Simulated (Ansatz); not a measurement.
**A relaxation, step by step**

AlSiH$_{5}$ClF, singlet, B3LYP-D4/def2-SVP (Ansatz 0.2.0). Settings:

```yaml
hamiltonian: {xc: {name: B3LYP}, dispersion: d4}
relax: {f_tol: 0.01, max_steps: 60, escape_saddle: false}
```

Start, the saddle point found with PBE0-D4 in triple zeta (not stationary at another level):

Al1  (-1.545, -0.262, -0.773)
F2  (-0.236, 0.921, -0.352)
H3  (-1.381, -0.701, -2.277)
H4  (-2.885, 0.170, -0.068)
Si5  (1.233, 0.279, 0.608)
Cl6  (-0.314, -1.580, 0.584)
H7  (2.036, 0.072, -0.610)
H8  (1.829, -0.541, 1.696)
H9  (1.264, 1.642, 1.190)
(Å)

| step | energy less the last (meV) | largest force component (eV/Å) |
| --- | --- | --- |
| 1 | 675.2 | 0.512 |
| 2 | 652.1 | 0.284 |
| 3 | 640.7 | 0.127 |
| 4 | 571.8 | 0.614 |
| 5 | 509.0 | 0.765 |
| 6 | 295.7 | 0.864 |
| 7 | 81.6 | 0.537 |
| 8 | 16.4 | 0.202 |
| 9 (rejected trial) | 83.4 | 0.643 |
| 10 | 4.6 | 0.043 |
| 11 | 1.6 | 0.010 |
| 12 | 0.7 | 0.050 |
| 13 | 0.4 | 0.020 |
| 14 | 0.1 | 0.004 |
| 15 | 0.0 | 0.011 |
| 16 (rejected trial) | 0.0 | 0.017 |
| 17 | 0.0 | 0.003 |

Step 3, positions (Å) and forces (eV/Å):

```csv
atom,x,y,z,Fx,Fy,Fz
Al1,-1.578,-0.270,-0.787,-0.004,-0.114,0.048
F2,-0.242,0.900,-0.344,0.071,0.012,0.060
H3,-1.413,-0.699,-2.293,0.010,0.000,0.000
H4,-2.917,0.176,-0.089,0.006,0.006,0.009
Si5,1.270,0.295,0.619,0.127,0.111,0.005
Cl6,-0.340,-1.623,0.594,-0.102,-0.007,-0.077
H7,2.077,0.094,-0.606,-0.028,0.004,0.018
H8,1.852,-0.543,1.709,-0.084,0.025,-0.037
H9,1.291,1.668,1.197,0.004,-0.037,-0.027
```

Step 5, positions (Å) and forces (eV/Å):

| atom | x | y | z | Fx | Fy | Fz |
| --- | --- | --- | --- | --- | --- | --- |
| Al1 | -1.573 | -0.338 | -0.752 | -0.011 | -0.433 | 0.129 |
| F2 | -0.255 | 0.872 | -0.246 | 0.765 | -0.240 | 0.586 |
| H3 | -1.402 | -0.639 | -2.291 | 0.021 | 0.062 | -0.001 |
| H4 | -2.900 | 0.164 | -0.066 | -0.006 | -0.004 | 0.018 |
| Si5 | 1.318 | 0.386 | 0.610 | -0.448 | 0.477 | -0.441 |
| Cl6 | -0.406 | -1.819 | 0.499 | -0.231 | 0.134 | -0.262 |
| H7 | 2.106 | 0.096 | -0.604 | 0.030 | -0.064 | 0.016 |
| H8 | 1.669 | -0.501 | 1.743 | -0.228 | 0.033 | -0.016 |
| H9 | 1.445 | 1.778 | 1.107 | 0.108 | 0.036 | -0.028 |

Step 12, positions (Å) and forces (eV/Å):

```csv
atom,x,y,z,Fx,Fy,Fz
Al1,-1.570,-0.498,-0.722,0.008,-0.008,0.010
F2,-0.190,0.793,-0.098,0.008,0.004,-0.005
H3,-1.501,-0.250,-2.281,-0.006,-0.010,0.013
H4,-2.792,-0.089,0.191,0.012,-0.005,-0.011
Si5,1.347,0.566,0.607,0.033,-0.028,0.033
Cl6,-0.408,-2.187,-0.006,-0.023,0.013,-0.013
H7,2.144,-0.245,-0.336,-0.025,0.030,0.026
H8,1.126,-0.048,1.934,0.006,0.019,-0.050
H9,1.844,1.959,0.710,-0.012,-0.015,-0.003
```

Last step (17):

Al1  (-1.569, -0.498, -0.722)
F2  (-0.166, 0.787, -0.144)
H3  (-1.546, -0.270, -2.284)
H4  (-2.762, -0.069, 0.220)
Si5  (1.349, 0.568, 0.609)
Cl6  (-0.409, -2.192, -0.022)
H7  (2.177, -0.234, -0.312)
H8  (1.092, -0.054, 1.923)
H9  (1.833, 1.963, 0.732)
(Å)

Hardware: 4 CPU threads of an Arm Neoverse V1, shared host. Wall time about 26 s.
